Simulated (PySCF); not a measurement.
**Ge+: excitation energy**

Ge+ [Ar] 3d10 4s2 4p1 (2P) → Ge+ [Ar] 3d10 4s2 5s1 (2S), as a difference of total energies. All numbers are calculated (PySCF 2.14, scalar relativity by spin-free X2C-1e, in x2c-TZVPPall with one added diffuse shell each of s, p, d type (7s6p5d1f, 57 functions)). Correlated levels: valence: [Ar] 3d10 frozen. The calculations carry no spin-orbit coupling.

```json
{"method": "UHF", "excitation energy (cm⁻¹)": "59562", "error (cm⁻¹)": "-1663"}
{"method": "MP2 (valence)", "excitation energy (cm⁻¹)": "59777", "error (cm⁻¹)": "-1448"}
{"method": "SCS-MP2 (valence)", "excitation energy (cm⁻¹)": "59924", "error (cm⁻¹)": "-1300"}
{"method": "CCSD (valence)", "excitation energy (cm⁻¹)": "60118", "error (cm⁻¹)": "-1107"}
{"method": "CCSD(T) (valence)", "excitation energy (cm⁻¹)": "60092", "error (cm⁻¹)": "-1133"}
{"method": "CCSDT (valence)", "excitation energy (cm⁻¹)": "60076", "error (cm⁻¹)": "-1149"}
```

Reference: 61225 cm⁻¹ (measured; NIST levels, between the centres of gravity of the two terms).

Errors of the correlated levels include the incompleteness of this basis and the frozen core.
